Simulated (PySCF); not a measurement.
Isomers of C3H4O3Si.

All values: CAM-B3LYP/def2-SVPD (PySCF) at GFN2-xTB geometries, gas phase, one conformer each. Core orbitals are frozen in the response; Δα² is half the sum of the squared differences of the principal polarisabilities.

Question: Rank by HOMO–LUMO gap, lowest first.
A. `[O:1]=[C:2]([OH:3])[C:4]#[C:5][SiH2:6][OH:7]` with O1–C2–O3–H 0°, C5–Si6–O7–H 53°
B. `O1C=COC(=O)[SiH2]1`
C. `[O:1]=[CH:2][C@@H:3]1[O:4][C:5](=[O:6])[SiH2:7]1` with O1–C2–C3–O4 -172°
D. `O=C1CC(=O)[SiH2]O1`
E. `C=C1O[SiH2]OC1=O`

Answer: D (7.95 eV), B (8.18 eV), E (8.54 eV), C (8.75 eV), A (9.15 eV).

Question: Rank by dipole moment, lowest first.
A. `[O:1]=[CH:2][C@@H:3]1[O:4][C:5](=[O:6])[SiH2:7]1` with O1–C2–C3–O4 -172°
B. `C=C1O[SiH2]OC1=O`
C. `C1C(O[SiH2]C1=O)=O`
D. `[O:1]=[C:2]([OH:3])[C:4]#[C:5][SiH2:6][OH:7]` with O1–C2–O3–H 0°, C5–Si6–O7–H 53°
E. `O=C1OC=CO[SiH2]1`

Answer: D (1.17 D), C (2.42 D), A (2.65 D), E (3.21 D), B (3.73 D).

Question: Rank by mean static polarisability, lowest first.
A. `[O:1]=[CH:2][C@@H:3]1[O:4][C:5](=[O:6])[SiH2:7]1` with O1–C2–C3–O4 -172°
B. `[O:1]=[C:2]([OH:3])[C:4]#[C:5][SiH2:6][OH:7]` with O1–C2–O3–H 0°, C5–Si6–O7–H 53°
C. `C=C1O[SiH2]OC1=O`

Answer: C (9.73 Å³), A (10.26 Å³), B (10.81 Å³).

All values together:

| SMILES | μ (D) | HOMO (eV) | LUMO (eV) | α (Å³) | Δα (Å³) |
| --- | --- | --- | --- | --- | --- |
| O=C(O)C#C[SiH2]O | 1.17 | -9.88 | -0.73 | 10.81 | 7.23 |
| O=C[C@@H]1OC(=O)[SiH2]1 | 2.65 | -9.47 | -0.72 | 10.26 | 3.74 |
| C=C1O[SiH2]OC1=O | 3.73 | -8.91 | -0.37 | 9.73 | 4.84 |
| O=C1CC(=O)[SiH2]O1 | 2.42 | -8.86 | -0.92 | 9.65 | 3.54 |
| O=C1OC=CO[SiH2]1 | 3.21 | -8.32 | -0.14 | 9.85 | 3.95 |

Conformers: `[O:1]=[C:2]([OH:3])[C:4]#[C:5][SiH2:6][OH:7]` with O1–C2–O3–H 0°, C5–Si6–O7–H 53°; `[O:1]=[CH:2][C@@H:3]1[O:4][C:5](=[O:6])[SiH2:7]1` with O1–C2–C3–O4 -172°.
